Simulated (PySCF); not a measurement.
Assignment exercise: C6H6F2

Structure with atom numbers: `[CH3:1]/[C:2]([F:3])=[C:4]1\[CH:5]=[C:6]([F:7])[CH2:8]1`. Hydrogens are named by the atom that carries them.

- shielding tensors at PBE0/pcSseg-1 (GIAO)
- coordinates at the GFN2-xTB level
- program: PySCF 2.14.0 with density-fitted response routines
- one computed conformer, in vacuum, averaged over atoms made equivalent by symmetry, fast rotation or ring inversion, non-relativistic Hamiltonian

References, each an isolated molecule treated in the same way: TMS for ¹³C, ¹H.

Task: Assign these signals to the numbered atoms. ¹³C{¹H} NMR (computed): δ 168.7 (C), 156.1 (C), 112.9 (CH), 112.1 (C), 40.5 (CH2), 18.3 (CH3).

Result: 
| δ (ppm) | atoms | environment | reason |
| --- | --- | --- | --- |
| 168.7 | C6 | fully substituted alkene carbon | – |
| 156.1 | C2 | fully substituted alkene carbon | an sp2 carbon of a C=C bond |
| 112.9 | C5 | alkene CH | the olefinic region |
| 112.1 | C4 | fully substituted alkene carbon | as expected for a trigonal carbon in a double bond |
| 40.5 | C8 | allylic sp3 CH2 | saturated and bonded to C and H only |
| 18.3 | C1 | allylic methyl carbon | aliphatic region, no heteroatom directly attached |

C5 and C4 lie closer than the usual error of such a calculation, so a measured spectrum could show them in the other order.

Task: Assign these signals to the numbered atoms. ¹H NMR (400 MHz, computed): δ 5.16 (m, 1H), 3.40 (m, 2H), 2.12 (m, 3H).

Result: 
```tsv
δ (ppm)	atoms	environment	reason
5.16	H(C5)	hydrogen on an alkene CH	attached to an sp2 carbon and in the plane of the double bond
3.40	H(C8)	hydrogen on an allylic sp3 CH2	–
2.12	H(C1)	hydrogen on an allylic methyl carbon	allylic position
```

Splittings by ¹⁹F in the carbon and heteronuclear signals aren't shown, as no couplings were computed. Shifts are as computed. Against solution values, carbons near 30 ppm lie about +3 ppm off and those near 130 ppm about +5 ppm. Of 1309 compounds with measured shifts, 239 miss one by over three times the rms of a fit or turn the order of signals round; such compounds aren't used in these exercises. No couplings were computed; multiplicities are counted from neighbouring protons, with m where these are inequivalent, close in shift, in a saturated or five-membered ring or joined by F or P, and br s for small geminal =CH2 splittings.
